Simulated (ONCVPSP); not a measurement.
What one change does to a pseudopotential (Co, ONCV)

| Quantity | Value |
| --- | --- |
| Element | Co |
| Generator | ONCVPSP 4.0.1 |
| Type | optimised norm-conserving Vanderbilt (ONCV) |
| Functional | PBEsol |
| Relativity | scalar-relativistic |
| Frozen core | [Ne] |
| Valence charge | 17 |
| Reference configuration | 3s2 3p6 3d7 4s1 (charge +1) |
| Partial waves | 3s+4s: rc 1.45 bohr, ncon 4, nbas 7, qcut 10.6 1/bohr, 2 projectors; 3p: rc 0.90 bohr, ncon 4, nbas 9, qcut 9.1 1/bohr, 3 projectors, debl 1.3 Ha; 3d: rc 0.90 bohr, ncon 3, nbas 7, qcut 16.6 1/bohr, 1 projector; f scattering state at 0.05 Ha: rc 1.20 bohr, ncon 4, nbas 9, qcut 9.6 1/bohr, 2 projectors, debl 2.6 Ha |
| Local potential | polynomial inside 0.60 bohr (lpopt 5, dvloc0 2 Ha) |
| Core correction | none |

In the p channel the program set the typed energies aside and used -2.732, 0.250, 1.550 Ha.

Change: all radii scaled by about 1.16 (s 1.68, p 1.04, d 1.04, f 1.38 bohr); local potential polynomial inside 0.70 bohr (lpopt 5, dvloc0 2 Ha).

Cutoffs: the cutoffs (Ha) at which the residual kinetic energy of the hardest occupied pseudo-wave falls to 1 and 0.1 mHa per electron; they do not see the model core or the augmentation charge, which bear on the density cutoff. Errors are all-electron minus pseudo energies relative to the spin-unpolarised reference configuration.

Question: Predict the effect on cutoff, ghosts and configuration errors.

Answer: The potential gets softer (104 Ha and 118 Ha → 94 Ha and 108 Ha); of the 4 tests that both files solve, the error grows in 1 and shrinks in 0 by more than 15 % and 0.3 meV (median size 3.3 → 3.5 meV); neither file shows a bound ghost. A larger radius leaves more room for a smooth pseudo-wave, so fewer plane waves are needed.

```tsv
quantity	base	changed
cutoff, loose	104 Ha	94 Ha
cutoff, tight	118 Ha	108 Ha
loose cutoff by channel	s 30 Ha, p 35 Ha, d 104 Ha	s 15 Ha, p 35 Ha, d 94 Ha
bound ghosts	none	none
GHOST(+) flags under 300 eV	s at 265.8 eV	none
error for 3s2 3p6 3d7 4s2, meV [ΔE -9.05 eV]	+1.3	+1.4
error for 3s2 3p6 3d7 4s0, meV [ΔE 16.70 eV]	-0.3	-0.4
error for 3s2 3p6 3d6 4s0, meV [ΔE 52.53 eV]	-5.4	-5.6
error for 3s2 3p6 3d6 4s2 4p1, meV [ΔE 0.65 eV]	+10	+12
```
